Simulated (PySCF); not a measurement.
Constitutional and geometric isomers with formula CH2N2Si. Isolated molecules, 0 K electronic values unless said otherwise. Strings in code marks are SMILES.

Level of theory: PBE-D3(BJ)/def2-TZVP // CAM-B3LYP-D3(BJ)/def2-TZVP run with PySCF. Excitations are Tamm–Dancoff values on a coarser integration grid. The basis has no diffuse functions, so Rydberg states are missing or too high.

```json
[
 {"species": "`N#CN=[SiH2]`", "LUMO (eV)": "-3.82", "HOMO (eV)": "-6.40", "T1 excitation (TDA) (eV)": "2.42", "S1–T1 gap (TDA) (eV)": "0.26"},
 {"species": "`[H]/N=[si]1/cn1`", "LUMO (eV)": "-2.88", "HOMO (eV)": "-5.84", "T1 excitation (TDA) (eV)": "2.51", "S1–T1 gap (TDA) (eV)": "0.75"},
 {"species": "`[H]/N=[SiH]/C#N`", "LUMO (eV)": "-3.53", "HOMO (eV)": "-6.90", "T1 excitation (TDA) (eV)": "3.09", "S1–T1 gap (TDA) (eV)": "0.47"}
]
```
